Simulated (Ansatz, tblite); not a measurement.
Dissociation curve of AlO (cation, charge +1), lowest triplet found (which spin is the ground state isn't settled by this scan). Each curve is given relative to its own lowest point between 1.46 and 2.23 Å, where full CI is lowest.

```csv
R / Å,A,B,C
1.35,4.491,4.616,2.709
1.46,2.002,2.115,0.804
1.55,0.875,0.972,0.172
1.62,0.372,0.452,0.000
1.70,0.078,0.131,0.006
1.77,0.000,0.016,0.121
1.81,0.015,0.000,0.218
1.87,0.117,0.023,0.391
1.96,0.407,0.122,0.694
2.01,0.554,—,0.877
2.10,0.718,—,1.220
2.23,0.813,—,1.727
```

Energies in eV.

### Question
Match the curves with the methods tblite with GFN2-xTB, 300 K electronic temperature; CCSDT on ROHF/cc-pVDZ, frozen core (Ansatz, a program for electronic structure); MP2 on UHF/cc-pVDZ, frozen core run with Ansatz.

### Answer
A is UMP2; B is ROCCSDT; C is GFN2-xTB.

A dash means that the run gave no value there, or that the column was ended at a point which the program doubted or which failed a test of continuity chosen for this set; such a test can also cut sound points.

The scan ran from 1.35 to 6.40 Å; beyond the distances shown full CI changes its symmetry label. The unrestricted determinant behind UMP2 is spin-contaminated at 1.96 to 2.10 Å (<S²> up to 2.1, against 2.00 for a pure triplet). The T1 diagnostic of CCSD on the restricted reference of ROCCSDT exceeds 0.045 at 1.81 to 1.96 Å.
